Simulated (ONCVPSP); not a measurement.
What one change does to a pseudopotential (P, ONCV)

```json
{
  "Element": "phosphorus (P)",
  "Generator": "ONCVPSP 4.0.1",
  "Type": "optimised norm-conserving Vanderbilt (ONCV)",
  "Functional": "PBE",
  "Relativity": "scalar-relativistic",
  "Frozen core": "[Ne]",
  "Valence charge": "5",
  "Reference configuration": "3s2 3p2 (charge +1)",
  "Partial waves": "3s: rc 1.45 bohr, ncon 3, nbas 7, qcut 3.5 1/bohr, 2 projectors, debl 1.8 Ha; 3p: rc 1.50 bohr, ncon 5, nbas 10, qcut 5 1/bohr, 2 projectors, debl 0.7 Ha; d scattering state at 0.1 Ha: rc 1.40 bohr, ncon 4, nbas 8, qcut 7.8 1/bohr, 2 projectors, debl 1.4 Ha",
  "Local potential": "polynomial inside 1.30 bohr (lpopt 5, dvloc0 1 Ha)",
  "Core correction": "polynomial model core, fcfact 0.75"
}
```

All-electron outer shells of the reference configuration (PBE, scalar-relativistic, ld1.x):

```
shell  level (eV)  outermost node (bohr)  outermost maximum (bohr)
   2s     -184.63                   0.14                      0.42
   2p     -135.15                      –                      0.36
   3s      -23.29                   0.65                      1.56
   3p      -14.22                   0.64                      1.76
```

Change: local potential polynomial inside 1.20 bohr (lpopt 3, dvloc0 6 Ha).

Cutoffs: the cutoffs (Ha) at which the residual kinetic energy of the hardest occupied pseudo-wave falls to 1 and 0.1 mHa per electron; they do not see the model core or the augmentation charge, which bear on the density cutoff. Errors are all-electron minus pseudo energies relative to the spin-unpolarised reference configuration.

Problem. How do hardness, ghosts and transferability respond?

Solution. The potential gets neither clearly harder nor softer (35 Ha and 69 Ha → 35 Ha and 69 Ha); a bound ghost appears in p, which as a rule spoils a file; the errors of the 4 common tests hardly move. In the separable form a ghost depends on how the local part lies against the semilocal potential of the channel, so the choice of the local part can create or remove one.

```tsv
quantity	base	changed
cutoff, loose	35 Ha	35 Ha
cutoff, tight	69 Ha	69 Ha
bound ghosts	none	p
GHOST(+) flags under 300 eV	s at 163.4 eV	none
error for 3s2 3p3, meV [ΔE -9.73 eV]	+1.7	+1.7
error for 3s2 3p1, meV [ΔE 19.15 eV]	+4.2	+4.2
error for 3s2 3p0, meV [ΔE 48.89 eV]	+31	+31
error for 3s2 3p2.5, meV [ΔE -5.95 eV]	+0.8	+0.8
s: phases at 1.47 bohr within 0.05 rad from the reference energy up to (Ha; the scan ends near 5)	4.4	4.8
p: phases at 1.53 bohr within 0.05 rad from the reference energy up to (Ha; the scan ends near 5)	3.8	4.5
d: phases at 1.42 bohr within 0.05 rad from the reference energy up to (Ha; the scan ends near 5)	to the end of the scan	to the end of the scan
rms error of d²Exc/dni dnj with the model core, mHa	0.18	0.18
```

 A true bound ghost makes a file unfit for plane-wave use even where its test errors are small: the radial tests pick states by their node count and pass the ghost by.
